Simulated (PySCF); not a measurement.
**BBr at PBE0**

Computed with PBE0; PySCF, scalar-relativistic core potentials, basis sets B cc-pVTZ, Br cc-pVTZ-PP with ECP10.

```json
{
 "state": "³Π (triplet), unpaired electrons σ ↑, π ↑, a second solution, started from another occupation",
 "bond length": "1.855 Å",
 "harmonic wavenumber": "764 cm⁻¹",
 "force constant": "3.33 mdyn/Å",
 "rotational constant Be": "0.5071 cm⁻¹",
 "anharmonicity ωexe": "4.51 cm⁻¹",
 "vibration–rotation constant αe": "0.00411 cm⁻¹",
 "energy of the minimum from ground-state B + Br": "-2.58 eV",
 "bond order (Mayer)": "1.49",
 "dipole moment (positive dipole means B(−)Br(+))": "0.17 D"
}
```

Spin–orbit coupling is left out.
